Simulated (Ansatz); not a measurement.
Ansatz results at the PBE0-D4/def2-TZVP geometry: HOMO–LUMO gap (PBE0/def2-TZVPP) 8.46 eV; HOMO energy (B3LYP/def2-TZVPP) -8.14 eV; LUMO energy (PBE0/def2-TZVPP) 0.05 eV.

Each molecule was computed in one conformer, which needn't be the lowest.

(1) Which molecule gave them?
A. `C[Si](C)(N)O`
B. `C[Si](O)(Br)O[SiH3]`
C. `O[Si](F)(Br)O[SiH3]`
D. `CO[Si](O)([SiH3])Br`

Answers

(1) B. The others give `O[Si](F)(Br)O[SiH3]`: 8.58, -8.54, -0.24; `CO[Si](O)([SiH3])Br`: 7.93, -7.76, -0.04; `C[Si](C)(N)O`: 8.03, -7.02, 0.78.

B3LYP here is the variant with VWN-RPA as its local correlation; programs differ in this.
